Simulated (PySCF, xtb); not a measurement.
SeBr₂, SMILES Br[Se]Br.

GFN2-xTB in xtb at its own geometry gives an orbital gap of 2.63 eV and a dipole moment of 3.68 D.

Geometry: PBE0-D3(BJ)/def2-SVP.

**Question.** What does ωB97X/def2-TZVPD run with PySCF give? (Estimate from the structure and the level; the computed values follow.)

**Answer.** gap 8.15 eV (levels -9.20 and -1.05 eV), dipole 0.68 D.
